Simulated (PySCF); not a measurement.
Species: C5H4OS (charge -1 and doublet state).
Atom-mapped SMILES: `[O-:1][CH:2][c:3]1[cH:4][cH:5][cH:6][s:7]1` (hydrogens: H8 on C2; H9 on C4; H10 on C5; H11 on C6)

Cartesian coordinates in Å at the GFN2-xTB level; atoms count from 1:
```xyz
11
C5H4OS angstrom
O      2.9749   -0.3494   -0.0924
C      2.0670    0.3952    0.3475
C      0.6942    0.2250    0.1738
C     -0.0180   -0.7809   -0.5076
C     -1.3932   -0.6201   -0.4671
C     -1.8087    0.4885    0.2306
S     -0.4536    1.3875    0.8727
H      2.3449    1.2973    0.9429
H      0.4963   -1.5849   -1.0044
H     -2.0939   -1.2983   -0.9365
H     -2.8045    0.8428    0.4146
```

The hyperfine couplings belong to this conformer and change with its torsions.

Computed with PySCF, UKS B3LYP, pcH-1 on C H O S, non-relativistic, mean-field spin-orbit, GIAO. Whether the extra electron is bound in the gas phase wasn't checked; a finite basis holds it in any case. The geometry wasn't refined by DFT: couplings that depend on bond lengths, twists or pyramidal angles can differ widely from those at the functional's own minimum, by a factor of two or more for some ions and for spin on atoms past the first row. The SCF solution wasn't tested for stability.

(1) Give the principal g shifts and their parts.

(2) What are the electron Larmor frequencies g μB B/h along the three axes at 350 mT?

(3) What effective moment and Curie constant follow for a powder?

(4) How much does each term add to the isotropic shift?

(5) In a frozen sample, at which fields do the three g values resonate at 9.5, 34, 94 and 263 GHz (hyperfine left aside), and which band first spreads them over more than twice a line width of 1.0 mT?

Answers

(1) 
| Δg (ppt) | 1 | 2 | 3 |
| --- | --- | --- | --- |
| relativistic mass correction | -0.21 | -0.21 | -0.21 |
| gauge correction | -0.01 | 0.04 | 0.04 |
| orbital Zeeman/spin–orbit | -0.06 | 2.51 | 6.22 |
| total | -0.28 | 2.34 | 6.05 |

So g = 2.00204, 2.00466, 2.00837 and g_iso = 2.00502; the tensor is rhombic: the two nearest values differ by 41 % of g3 − g1. Axes: g1 is normal to the molecular plane and g3 points within 5° of the C4–C5 bond.

(2) 9.8074, 9.8202, 9.8384 GHz for g1, g2 and g3, a range of 31.0 MHz.

(3) With the mean of g² = 4.0201 and S(S+1) = 0.75: μ_eff = √(⟨g²⟩S(S+1)) = 1.736 μB and χT = 0.12505·⟨g²⟩·S(S+1) = 0.377 cm³ K/mol (cgs; spin-Hamiltonian part alone).

(4) The orbital-Zeeman/spin–orbit term 2.89, the mass correction -0.21 and the gauge correction 0.02 ppt, for a total of 2.70 ppt. The orbital-Zeeman/spin–orbit term is the largest in size. The mass correction is the same along every axis, so the anisotropy comes from the other two: their spans along these axes are 0.05 (gauge) and 6.28 ppt (orbital Zeeman/spin–orbit).

(5) 
| band | GHz | B(g3) mT | B(g2) mT | B(g1) mT | spread mT |
| --- | --- | --- | --- | --- | --- |
| X | 9.5 | 337.96 | 338.59 | 339.03 | 1.07 |
| Q | 34.0 | 1209.55 | 1211.79 | 1213.37 | 3.82 |
| W | 94.0 | 3344.05 | 3350.24 | 3354.62 | 10.57 |
| J | 263.0 | 9356.23 | 9373.55 | 9385.80 | 29.57 |

The spread grows in proportion to the frequency. Q band is the first where it exceeds 2.0 mT.

The Mulliken spin populations are largest on C6 (+0.31), C4 (+0.26), O1 (+0.22) and C2 (+0.18). Four atoms exceed +0.15.

The HOMO–LUMO gaps are 3.47 eV among the α and 4.70 eV among the β orbitals.

Time: 51 s (grids of density and orbitals included); peak memory 0.72 GiB. Hardware: one thread of an Arm Neoverse V2, no GPU, shared host with 96 logical CPUs at a one-minute load of 43.

The SMILES draws the unpaired electron on C2; the largest computed Mulliken spin population is on C6 (0.31 against 0.18).
